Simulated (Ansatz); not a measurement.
Coupled-cluster diagnostics for the cluster K₂F₂ (the lowest singlet isomer of a short search), Ansatz.

Geometry of the singlet (PBE0-D4/def2-TZVP):

Cartesian coordinates in Å:
```
K 1.224 1.215 -0.249
K -1.224 -1.215 0.249
F 1.114 -1.160 -0.188
F -1.114 1.160 0.188
```

Correlated methods freeze 12 core orbitals; core or outer-core shells of K are correlated, in sets that lack core-valence functions. In CCSD on the charge 0 triplet the largest single amplitude is 0.25, so its Hartree–Fock determinant may place the open shell otherwise than the density functionals do. In the triplet, F3 and F4 lie 1.96 Å apart (atoms count from 1), so these atoms are partly bonded to each other. In the quintet geometry the species has come apart into loosely held pieces. The structure comes from a short search, and lower isomers may exist.

Geometry of the charge 0 triplet (PBE0-D4/def2-TZVP):

Cartesian coordinates in Å:
```
K 1.372 -1.868 0.044
K -1.373 1.867 -0.044
F -0.151 -0.134 -0.958
F 0.152 0.134 0.958
```

Geometry of the charge 0 quintet (PBE0-D4/def2-TZVP):

```xyz
4

K     2.5012    0.2114    0.5829
K    -2.5010   -0.2105   -0.5841
F    -0.6488    2.5411    1.8624
F     0.6486   -2.5421   -1.8612
```

Estimate the CCSD(T) correlation energy, the shares of MP2 and (T), T1 and the reference's ⟨S²⟩ for: charge 0, singlet, own geometry in def2-TZVPP; charge 0, triplet, own geometry in def2-TZVPP; charge 0, quintet, own geometry in def2-TZVPP; charge 1, doublet, vertical in def2-TZVPP; and the rough time on 4 threads of Arm Neoverse V2 on a shared host.


```csv
state,basis,correlation (eV),MP2 share (%),(T) share (%),T1,⟨S²⟩ (pure),wall time,remarks
"charge 0, singlet, own geometry",def2-TZVPP,-24.490,96.1,2.1,0.011,0.00 (0.00),10 s,–
"charge 0, triplet, own geometry",def2-TZVPP,-23.836,92.9,2.4,0.043,2.02 (2.00),29 s,flagged by the program
"charge 0, quintet, own geometry",def2-TZVPP,-21.127,92.4,1.5,0.011,6.01 (6.00),12 s,–
"charge 1, doublet, vertical",def2-TZVPP,-22.679,94.3,1.9,0.021,0.75 (0.75),41 s,–
```
Customary marks for T1 are 0.02 (closed shells), 0.045 (open shells) and about 0.05 (3d metals). T1 exceeds 0.02 in 2 of 4 rows and 0.045 in 0; the higher it lies, the less the single-reference result can be trusted.
